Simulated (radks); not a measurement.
Species: F4+. Configuration: [He] 2s2 2p0.75 3d0.25 (fractional occupations, a model configuration). Calculated with a radial shooting solver on a logarithmic mesh with Libxc functionals: Dirac Kohn-Sham, LDA (Slater exchange, Perdew-Zunger correlation), spin-unpolarised, spherical densities, finite nucleus; open shells are shared between the two j in proportion to 2j + 1; Fermi nuclear charge, rms radius 2.8976 fm.

Spin-orbit splittings of the eigenvalues, e(l+1/2) - e(l-1/2), with zeta = 2 splitting/(2l+1) and mean radii in bohr:

shell  occ.  splitting (eV)  zeta (eV)  <r> j=l-1/2  <r> j=l+1/2
2p     0.75          0.1208    0.08053       0.7617       0.7627
3d     0.25               ?          ?        2.069        2.070

Estimate the 3d splitting.

Answer. 0.003954 eV (zeta = 0.001581 eV).
